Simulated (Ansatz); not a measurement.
Conformers of `[SiH3]OB(S)S`, each relaxed with PBE0-D4/def2-TZVP in Ansatz. CBS adds the triple-zeta coupled-cluster correction to the MP2 limit.

Not all of them had a frequency check.

Conformer A:

```xyz
10

Si   -0.080   -1.256   -0.994
O     0.530   -0.019   -0.096
B     0.154    0.964    0.751
S     1.403    2.044    1.507
S    -1.567    1.322    1.226
H     0.397   -2.532   -0.414
H    -1.567   -1.231   -0.989
H     0.416   -1.098   -2.380
H     2.446    1.440    0.915
H    -2.132    0.365    0.473
```

Conformer B:

Z-matrix (Å, degrees):
```
Si
O 1 1.653
H 1 1.481 2 107.6
H 1 1.484 2 110.5 3 -120.4
H 1 1.482 2 108.0 3 118.9
B 2 1.351 1 138.1 3 125.9
S 6 1.814 2 120.4 1 179.2
S 6 1.822 2 120.4 1 -0.9
H 7 1.343 6 95.5 2 0.1
H 8 1.342 6 96.3 2 180.0
```

Which is lowest in electronic energy at CCSD(T)/CBS (frozen core, def2 sets), and by how much? (An estimate is asked.)

Computed: B; A lies 4.0 kJ/mol higher.

Give the energies relative to B (kJ/mol) with PBE0-D4/def2-TZVPP, ωB97M-V/def2-TZVPP, B2PLYP/def2-TZVPP, PBE/def2-TZVPP, r2SCAN/def2-TZVPP, SCS-MP2/def2-QZVPP, MP2/CBS(def2). (Estimate.)

Ansatz gave: 
| level | A |
| --- | --- |
| PBE0-D4/def2-TZVPP | 3.6 |
| ωB97M-V/def2-TZVPP | 4.1 |
| B2PLYP/def2-TZVPP | 3.9 |
| PBE/def2-TZVPP | 3.2 |
| r2SCAN/def2-TZVPP | 4.2 |
| SCS-MP2/def2-QZVPP | 4.4 |
| MP2/CBS(def2) | 4.1 |
